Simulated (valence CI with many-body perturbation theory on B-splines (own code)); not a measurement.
# Basis-set convergence for Dy26+

Computed by configuration interaction combined with many-body perturbation theory (CI+MBPT): four valence electrons over a frozen Dirac-Fock core [Kr], a basis of 7 s, 7 p, 8 d, 6 f, 4 g, 1 h functions for each j, with the one-electron correlation potential Σ1, the two-electron term Σ2, the three-electron term Σ3, Breit, model QED; selected CI, second order for the rest, scaled by the run's own slope (own B-spline code, finite nucleus).

The last digits are not significant, and no measured levels were compared; by estimate large intervals hold to a few tenths of a per cent, small ones and those within an open d or f shell to about a per cent. Only levels of the ground parity were solved; by the run's estimate the other parity begins above the list, which can be wrong where configurations are misplaced.

The reference run has the lowest level (4d3/2^4) J=0 and an ionisation energy of 925.850 eV. Its largest variational space holds 19129 state functions.

Levels are named by their leading jj configuration (3d3/2^4 stands for four electrons in 3d with j = 3/2), which in mixed levels can hold well under half, so a name can repeat and another be missing. Letters in brackets count levels of one name in rising energy.

Changed runs:
A. basis 6 s, 6 p, 5 d, 5 f, 1 g
B. basis 5 s, 5 p, 4 d, 4 f

Excitation energies of the reference run in cm⁻¹, and shifts in cm⁻¹:

| Level | Reference | A | B |
| --- | --- | --- | --- |
| (4d3/2^3 4d5/2) J=1 | 51877 | -207 | -458 |
| (4d3/2^3 4d5/2) J=2 | 78584 | -206 | -288 |
| (4d3/2^3 4d5/2) J=4 | 84505 | +0.4 | +260 |
| (4d3/2^3 4d5/2) J=3 | 89829 | -128 | -1.6 |
| (4d3/2^2 4d5/2^2) J=0 [a] | 129434 | -119 | -247 |
| (4d3/2^2 4d5/2^2) J=4 [a] | 135621 | -171 | -157 |
| (4d3/2^2 4d5/2^2) J=2 [a] | 139781 | -18 | +492 |
| (4d3/2^2 4d5/2^2) J=3 [a] | 141410 | -128 | +150 |
| (4d3/2^2 4d5/2^2) J=5 | 152986 | -54 | +362 |
| (4d3/2^2 4d5/2^2) J=1 | 158724 | -30 | +453 |
| (4d3/2^2 4d5/2^2) J=6 | 161654 | +8.9 | +553 |
| (4d3/2^2 4d5/2^2) J=4 [b] | 171736 | +45 | +649 |
| Ionisation energy (eV) | 925.850 | -0.064 | -0.143 |
